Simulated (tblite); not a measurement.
Compound: C5H8N2 (charge +1 and doublet state).
Numbering: `[H]/[N:5]=[C:4](/[CH2:3][N:2]=[CH2:1])[CH:6][CH2+:7]` (hydrogens: H8, H9 on C1; H10, H11 on C3; H12 on N5; H13 on C6; H14, H15 on C7)

The geometry is computed with GFN2-xTB (gas phase). This method treats the open shell by occupation alone, without spin polarisation.

Task: Give the optimised bond lengths and angles.

Result: 
| bond | length (Å) |
| --- | --- |
| C1=N2 | 1.228 |
| N2–C3 | 1.393 |
| C3–C4 | 1.530 |
| C4=N5 | 1.252 |
| C4–C6 | 1.467 |
| C6–C7 | 1.330 |
| C1–H8 | 1.126 |
| C1–H9 | 1.080 |
| C3–H10, C3–H11 | 1.097 |
| N5–H12 | 1.009 |
| C6–H13 | 1.080 |
| C7–H14 | 1.078 |
| C7–H15 | 1.078 |

Bonds in one row agree within 0.01 Å and their mean is given. A selection of angles:
| angle | degrees |
| --- | --- |
| N2–C1–H8 | 117.6 |
| N2–C1–H9 | 122.5 |
| H8–C1–H9 | 119.9 |
| C1–N2–C3 | 130.8 |
| N2–C3–C4 | 115.4 |
| N2–C3–H10 | 108.4 |
| C4–C3–H10 | 108.8 |
| H10–C3–H11 | 106.8 |
| C3–C4–N5 | 119.4 |
| C3–C4–C6 | 112.8 |
| N5–C4–C6 | 127.8 |
| C4–N5–H12 | 125.1 |
| C4–C6–C7 | 123.8 |
| C4–C6–H13 | 115.6 |
| C7–C6–H13 | 120.6 |
| C6–C7–H14 | 120.3 |
| C6–C7–H15 | 124.0 |
| H14–C7–H15 | 115.7 |

Dihedral angles: C1–N2–C3–C4 0° (synperiplanar); N2–C3–C4–N5 0° (synperiplanar); C3–C4–C6–C7 178° (antiperiplanar); H12–N5–C4–C3 180° (antiperiplanar). The mirror-image conformer, all signs reversed, is as good.

C6 (carbon bonded to 2 C and H) is planar (angles 123.8°, 120.6° and 115.6°, sum 360.0°, 0.00 Å off the plane of its three neighbours). N2 (nitrogen bonded to 2 C) is bent (angle 130.8°). C7 (carbon bonded to C and 2 H) is planar (angles 124.0°, 120.3° and 115.7°, sum 360.0°, 0.00 Å off the plane of its three neighbours). Of the pairs four or more bonds apart, N5···H8 is among the closest relative to their van der Waals radii: 1.77 Å, 64 % of the sum of Bondi's values. C4 (carbon bonded to 2 C and N) is planar (angles 127.8°, 119.4° and 112.8°, sum 360.0°, 0.00 Å off the plane of its three neighbours). The C–N distances run from 1.228 Å (C1=N2, drawn double) to 1.393 Å (N2–C3, drawn single), a spread of 0.165 Å. C1 (carbon bonded to N and 2 H) is planar (angles 122.5°, 119.9° and 117.6°, sum 360.0°, 0.00 Å off the plane of its three neighbours).

Point group: near Cs, missed by 0.09 Å at most; the miss may be what the optimiser left on a soft mode. Its GFN2-xTB frequencies are all real (lowest 35 cm⁻¹). Torsions: C1–N2–C3–C4 0°, N2–C3–C4–N5 0°, C3–C4–C6–C7 178°, C4–C6–C7–H 180° and 0°. 3 starts were optimised and ended at 0.00, 10.70 and 13.18 kcal/mol (GFN2-xTB); the lowest of these is shown.

On Arm Neoverse V1, one thread, no GPU, on a shared host, this took 0.74 s wall. That covers the optimisation of the geometry.
